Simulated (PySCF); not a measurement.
**One molecule, a ladder of functionals, a line**

Molecule: `[SiH2]([SiH2]C)O`, CH8OSi2.

Molfile (atoms numbered from 1):
```
CH8OSi2
     RDKit          3D

 12 11  0  0  0  0  0  0  0  0999 V2000
    2.0954    0.4943    0.0121 C   0  0  0  0  0  0  0  0  0  0  0  0
    0.5549   -0.4019   -0.6086 Si  0  0  0  0  0  4  0  0  0  0  0  0
   -1.4107    0.6594    0.1247 Si  0  0  0  0  0  4  0  0  0  0  0  0
   -2.7859   -0.1641   -0.3595 O   0  0  0  0  0  0  0  0  0  0  0  0
    2.1335    1.5225   -0.3788 H   0  0  0  0  0  0  0  0  0  0  0  0
    3.0071   -0.0292   -0.3137 H   0  0  0  0  0  0  0  0  0  0  0  0
    2.1032    0.5446    1.1115 H   0  0  0  0  0  0  0  0  0  0  0  0
    0.5568   -0.4715   -2.1053 H   0  0  0  0  0  0  0  0  0  0  0  0
    0.5469   -1.8159   -0.1046 H   0  0  0  0  0  0  0  0  0  0  0  0
   -1.5294    2.0249   -0.4641 H   0  0  0  0  0  0  0  0  0  0  0  0
   -1.3487    0.8069    1.6190 H   0  0  0  0  0  0  0  0  0  0  0  0
   -2.8436   -1.0855   -0.0912 H   0  0  0  0  0  0  0  0  0  0  0  0
  1  2  1  0
  2  3  1  0
  3  4  1  0
  1  5  1  0
  1  6  1  0
  1  7  1  0
  2  8  1  0
  2  9  1  0
  3 10  1  0
  3 11  1  0
  4 12  1  0
M  END
```

GIAO shieldings (ppm, equivalent atoms averaged) in PySCF 2.14.0 with density-fitted response routines on the PBE0-D3(BJ)/def2-SVP geometry, basis pcSseg-2, gas phase, non-relativistic:

| functional | exact exchange (%) | σ(Si3) |
| --- | --- | --- |
| BLYP | 0 | 332.0 |
| BP86 | 0 | 341.9 |
| PBE | 0 | 342.8 |
| B3LYP | 20 | 346.8 |
| PBE0 | 25 | 361.1 |
| BHandHLYP | 50 | 368.6 |
| HF | 100 | 408.8 |

Q: Fit each shielding as a line in the percentage of exact exchange.

A: σ(Si3) = 338.2 + 0.69 x (rms 4.7 ppm). The functionals also differ in their semilocal parts, which the line can't hold; Hartree–Fock has no correlation at all.

Q: What does the line predict for mPW1PW91 (25 %), and what does the run give?

A: σ(Si3): 355.4 predicted, 360.2 computed ppm.
